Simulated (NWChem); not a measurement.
# Si2H4ClF; SMILES F[Si@@H]([SiH3])Cl

```xyz
8

F      1.8408     0.3037     0.3987
Si     0.4516     0.1362    -0.4257
Si    -0.5195    -1.9216     0.1154
Cl    -0.8309     1.6354     0.1785
H      0.7622     0.3499    -1.8641
H      0.3893    -3.0428    -0.2703
H     -0.7763    -1.9594     1.5851
H     -1.8095    -2.0480    -0.6268
```
Atoms are numbered in this order, from 1.

Level: PBE0/def2-SVP (NWChem), optimised geometry, unscaled harmonic frequencies. 

```
frequency (cm⁻¹)  IR intensity (km/mol)
----------------  ---------------------
105                                 0.1
112                                 1.2
177                                11.5
246                                12.0
411                                10.2
506                                31.3
527                                20.3
575                                78.2
780                               288.3
820                                37.7
867                               107.4
908                                32.6
927                                53.8
932                               102.4
2232                               46.8
2245                               73.8
2251                               40.0
2267                              129.7
```

```
Property                                                                            Value
-----------------------------------------------------------------------  ----------------
zero-point energy                                                           24.1 kcal/mol
thermal correction to the enthalpy at 298.15 K (with zero-point energy)     28.9 kcal/mol
heat capacity Cv                                                         21.7 cal/(mol K)
entropy at 298.15 K and 1 atm (symmetry number 1)                        81.9 cal/(mol K)
dipole moment                                                                      1.69 D
```

Rigid rotor and harmonic oscillator.
